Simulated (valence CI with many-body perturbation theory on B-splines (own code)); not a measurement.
As XXI: electric-dipole lines

Computed by valence CI with perturbative core correlation (CI+MBPT): three valence electrons over a frozen Dirac-Fock core [Ne], a basis of 11 s, 11 p, 9 d, 7 f, 5 g, 2 h, 1 i functions for each j, with the one-electron correlation potential Σ1 (screened to all orders), the two-electron term Σ2, the three-electron term Σ3, Breit, model QED; selected single and double excitations, second order for the rest (own B-spline code, finite nucleus).

No measured spectrum was set against this ion. As an estimate, levels of excited configurations hold to 0.05 to 0.15 % of their energy, terms of the ground configuration to about 0.5 %.

Lines 151 to 200 of 276 in falling wavelength, among levels below 1712300 cm⁻¹, chosen from the strongest by gf and those to the six lowest levels. Wavelengths and rates use the calculated energies, so an error of 400 cm⁻¹ moves a line at 162.7 Å by 0.065 % and its rate by three times that or more. Electric multipoles are in the length gauge, E1 and E2 with the static RPA response of the core. Weak lines are less certain than strong ones. Lines between different terms over intervals too small for the method are left out, as are lines whose strength nearly cancels. The highest levels of a list are the least certain.

Names give the largest LS component (configuration and term), which can be under half, so a name can repeat, a term be missing and a line seem to break the LS rules; names also repeat where a configuration has a term twice. Letters in brackets count levels of one name in rising energy.

```tsv
λ vac (Å)	Upper	Lower	A (s⁻¹)	S (a.u.) with core polarisation	S without
162.7	3s 3p 3d 4P°_1/2	3s 3p2 2D_3/2	2.70e+08	1.15e-03	1.18e-03
160.9	3s 3p 3d 2F°_5/2 [b]	3s 3p2 2P_3/2	4.54e+09	5.60e-02	5.77e-02
160.1	3s 3p2 2S_1/2	3s2 3p 2P°_1/2	7.74e+09	3.13e-02	3.23e-02
159.9	3p3 2P°_3/2	3s 3p2 4P_5/2	1.64e+08	1.32e-03	1.37e-03
159.3	3s 3p 3d 4F°_3/2	3s 3p2 4P_1/2	8.70e+07	6.95e-04	7.13e-04
159.1	3s 3p 3d 2P°_1/2 [a]	3s 3p2 2S_1/2	5.13e+10	2.04e-01	2.10e-01
159.0	3s 3p 3d 2D°_3/2 [a]	3s 3p2 2D_3/2	4.77e+10	3.79e-01	3.90e-01
159.0	3p3 2P°_1/2	3s 3p2 4P_3/2	1.78e+08	7.05e-04	7.27e-04
158.8	3s 3p 3d 2D°_5/2 [a]	3s 3p2 2D_3/2	1.78e+10	2.11e-01	2.18e-01
157.8	3p2 3d 2P_1/2 [b]	3p3 2P°_1/2	4.15e+10	1.61e-01	1.66e-01
157.6	3p2 3d 2D_3/2	3p3 2P°_1/2	8.09e+09	6.26e-02	6.43e-02
157.2	3s 3p 3d 2F°_5/2 [a]	3s 3p2 2D_5/2	2.35e+10	2.71e-01	2.79e-01
157.1	3s 3p2 2P_3/2	3s2 3p 2P°_1/2	1.75e+10	1.34e-01	1.38e-01
156.0	3s 3p 3d 4P°_5/2	3s 3p2 4P_5/2	5.24e+09	5.89e-02	6.06e-02
155.2	3s 3p 3d 2P°_1/2 [b]	3s 3p2 2P_3/2	2.53e+10	9.35e-02	9.63e-02
154.7	3s 3p 3d 4D°_3/2	3s 3p2 4P_5/2	9.15e+08	6.68e-03	6.88e-03
154.1	3p2 3d 2F_7/2 [b]	3s 3p 3d 4P°_5/2	3.80e+09	5.49e-02	5.65e-02
153.9	3p2 3d 2P_3/2 [b]	3p3 2P°_3/2	2.23e+10	1.60e-01	1.65e-01
153.8	3p2 3d 4P_5/2	3p3 4S°_3/2	3.07e+10	3.31e-01	3.40e-01
153.7	3p2 3d 2S_1/2	3p3 2P°_3/2	5.08e+10	1.82e-01	1.87e-01
153.5	3s 3d2 4F_3/2	3s 3p 3d 4D°_1/2	3.10e+10	2.21e-01	2.28e-01
153.3	3s 3p 3d 2F°_5/2 [a]	3s 3p2 2D_3/2	8.37e+09	8.94e-02	9.19e-02
153.3	3p3 2P°_3/2	3s 3p2 4P_3/2	1.43e+09	1.01e-02	1.05e-02
153.2	3s 3d2 4F_3/2	3s 3p 3d 4D°_3/2	6.66e+09	4.73e-02	4.86e-02
152.3	3s 3p 3d 2D°_5/2 [b]	3s 3p2 2P_3/2	8.64e+10	9.04e-01	9.31e-01
152.2	3s2 3d 2D_3/2	3s2 3p 2P°_3/2	1.74e+10	1.22e-01	1.25e-01
152.0	3p2 3d 4P_3/2 [a]	3p3 4S°_3/2	9.83e+09	6.82e-02	7.02e-02
152.0	3s 3p 3d 2P°_3/2 [b]	3s 3p2 2P_3/2	4.83e+10	3.35e-01	3.45e-01
151.7	3p2 3d 4P_5/2	3p3 2D°_5/2	1.61e+10	1.66e-01	1.71e-01
151.5	3s 3p 3d 2P°_3/2 [a]	3s 3p2 2P_1/2	7.30e+10	5.01e-01	5.16e-01
151.5	3p3 2P°_1/2	3s 3p2 4P_1/2	3.86e+07	1.32e-04	1.36e-04
150.9	3s 3p 3d 2D°_3/2 [b]	3s 3p2 2S_1/2	6.47e+10	4.39e-01	4.52e-01
150.3	3s2 3d 2D_5/2	3s2 3p 2P°_3/2	6.05e+10	6.08e-01	6.26e-01
149.7	3s 3p 3d 4P°_5/2	3s 3p2 4P_3/2	3.61e+10	3.59e-01	3.69e-01
148.5	3s 3p 3d 4D°_3/2	3s 3p2 4P_3/2	1.18e+10	7.64e-02	7.86e-02
148.5	3p2 3d 2P_3/2 [b]	3p3 2P°_1/2	8.61e+09	5.57e-02	5.73e-02
148.2	3s 3p 3d 4D°_1/2	3s 3p2 4P_3/2	1.94e+09	6.22e-03	6.40e-03
147.9	3p2 3d 2P_1/2 [a]	3p3 2D°_3/2	2.70e+10	8.62e-02	8.88e-02
147.6	3p2 3d 4P_1/2	3p3 4S°_3/2	5.78e+10	1.84e-01	1.89e-01
146.8	3s 3p 3d 2F°_7/2 [a]	3s 3p2 2D_5/2	2.63e+10	3.29e-01	3.38e-01
146.3	3p3 2P°_3/2	3s 3p2 4P_1/2	4.33e+09	2.67e-02	2.76e-02
146.1	3s 3p 3d 4D°_7/2	3s 3p2 4P_5/2	5.68e+10	7.00e-01	7.20e-01
145.9	3p2 3d 4P_5/2	3p3 2D°_3/2	1.14e+10	1.05e-01	1.08e-01
145.8	3s 3p 3d 4D°_5/2	3s 3p2 4P_5/2	4.11e+10	3.78e-01	3.89e-01
145.4	3s 3p 3d 4P°_3/2	3s 3p2 4P_5/2	1.75e+10	1.06e-01	1.09e-01
144.7	3p2 3d 2D_5/2 [a]	3p3 4S°_3/2	1.30e+10	1.17e-01	1.20e-01
144.7	3p2 3d 4P_3/2 [b]	3p3 4S°_3/2	4.87e+10	2.91e-01	3.00e-01
144.3	3p2 3d 4P_3/2 [a]	3p3 2D°_3/2	4.99e+10	2.96e-01	3.05e-01
142.8	3p2 3d 2D_5/2 [a]	3p3 2D°_5/2	2.54e+10	2.20e-01	2.26e-01
142.4	3s 3p 3d 2D°_3/2 [a]	3s 3p2 4P_5/2	2.19e+08	1.25e-03	1.28e-03
```
